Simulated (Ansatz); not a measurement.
A first, cheap relaxation of CH$_{8}$Si$_{2}$Te, SMILES `C[SiH2][Te][SiH3]`.

```yaml
crystal:
  periodic: [false, false, false]
  atoms:
    - {symbol: C, position_ang: [-0.038500, 1.414400, 1.085400]}
    - {symbol: Si, position_ang: [0.804200, 1.081700, -0.521900]}
    - {symbol: Te, position_ang: [1.715700, -1.213500, -0.446900]}
    - {symbol: Si, position_ang: [-0.471800, -2.159600, -0.490600]}
    - {symbol: H, position_ang: [-0.931700, 0.747100, 1.181400]}
    - {symbol: H, position_ang: [0.615100, 1.365600, 1.924000]}
    - {symbol: H, position_ang: [-0.447000, 2.500600, 1.047700]}
    - {symbol: H, position_ang: [1.940300, 2.067400, -0.707800]}
    - {symbol: H, position_ang: [-0.126900, 1.206100, -1.605700]}
    - {symbol: H, position_ang: [-1.265900, -1.636200, -1.628300]}
    - {symbol: H, position_ang: [-0.474600, -3.634800, -0.563800]}
    - {symbol: H, position_ang: [-1.241700, -1.794000, 0.760500]}
basis:
  gaussian: {orbitals: def2-SVP}
hamiltonian: {xc: pbe, dispersion: d4}
relax: {f_tol: 0.03, max_steps: 200}
```

```sh
$ ansatz run in.yaml --threads 4 --pin off --events-out ev --progress --plain
```

Output, abridged:

```
Functional definition: PBE
mean field -24200.47212799 eV, -889.3509470345 hartree, gradient 2.7e-5 eV, S^2 0.000000; 0 other end points of the search recorded, 0 dependent functions left out
relax step   1: F+E_penalty+E_count = -24200.81407745 eV  Δ(F+E_penalty+E_count) = +0.000e0 eV  max|allowed force component| = 2.170e0 eV/Å  Δτ_max = 0.0000 Å  (27 SCF iters, accepted)
mean field -24200.75489645 eV, -889.3613385838 hartree, gradient 7.9e-6 eV, S^2 0.000000; 0 other end points of the search recorded, 0 dependent functions left out
relax step   2: F+E_penalty+E_count = -24201.08669324 eV  Δ(F+E_penalty+E_count) = -2.726e-1 eV  max|allowed force component| = 9.579e-1 eV/Å  Δτ_max = 0.1912 Å  (29 SCF iters, accepted)
mean field -24200.81331831 eV, -889.3634855476 hartree, gradient 1.7e-5 eV, S^2 0.000000; 0 other end points of the search recorded, 0 dependent functions left out
relax step   3: F+E_penalty+E_count = -24201.14140722 eV  Δ(F+E_penalty+E_count) = -5.471e-2 eV  max|allowed force component| = 2.587e-1 eV/Å  Δτ_max = 0.1041 Å  (27 SCF iters, accepted)
mean field -24200.82160164 eV, -889.3637899542 hartree, gradient 1.6e-5 eV, S^2 0.000000; 0 other end points of the search recorded, 0 dependent functions left out
relax step   4: F+E_penalty+E_count = -24201.15197002 eV  Δ(F+E_penalty+E_count) = -1.056e-2 eV  max|allowed force component| = 8.362e-2 eV/Å  Δτ_max = 0.0426 Å  (29 SCF iters, accepted)
mean field -24200.82265629 eV, -889.3638287117 hartree, gradient 9.5e-6 eV, S^2 0.000000; 0 other end points of the search recorded, 0 dependent functions left out
relax step   5: F+E_penalty+E_count = -24201.15284713 eV  Δ(F+E_penalty+E_count) = -8.771e-4 eV  max|allowed force component| = 2.220e-2 eV/Å  Δτ_max = 0.0071 Å  (23 SCF iters, accepted)
mean field -24200.82265629 eV, -889.3638287117 hartree, gradient 1.1e-5 eV, S^2 0.000000; 1 other end points of the search recorded, 0 dependent functions left out
Total energy: -24201.15288665 eV, -889.3759644538 hartree
Atom 0 at    -0.072667     1.507633     1.112168 Å, force    -0.010425     0.010462     0.010899 eV/Å
Atom 1 at     0.821234     1.099188    -0.498869 Å, force    -0.008556    -0.000336    -0.022205 eV/Å
Atom 2 at     1.791584    -1.241854    -0.500923 Å, force    -0.002713     0.004212     0.009818 eV/Å
Atom 3 at    -0.536734    -2.204779    -0.502876 Å, force    -0.008213     0.002542    -0.004255 eV/Å
Atom 4 at    -0.923810     0.816865     1.276255 Å, force     0.005208    -0.004359     0.003312 eV/Å
Atom 5 at     0.614231     1.423886     1.977307 Å, force     0.005801    -0.003981    -0.004832 eV/Å
Atom 6 at    -0.471109     2.543062     1.073240 Å, force     0.004008     0.001381    -0.001036 eV/Å
Atom 7 at     1.992957     2.016190    -0.723025 Å, force     0.006739    -0.002684     0.004091 eV/Å
Atom 8 at    -0.127174     1.218162    -1.663662 Å, force     0.007332     0.008888     0.001650 eV/Å
Atom 9 at    -1.319675    -1.685346    -1.678606 Å, force    -0.003803    -0.007152     0.001260 eV/Å
Atom 10 at    -0.410618    -3.699480    -0.593417 Å, force     0.010468    -0.000528    -0.000764 eV/Å
Atom 11 at    -1.281019    -1.848728     0.756407 Å, force    -0.005847    -0.008443     0.002061 eV/Å
Dipole moment:    -0.180655     0.165464     0.143643 e Å
```

Hardware: 4 threads of a server CPU on a shared host. Wall time 7 s, peak host memory 0.17 GiB.
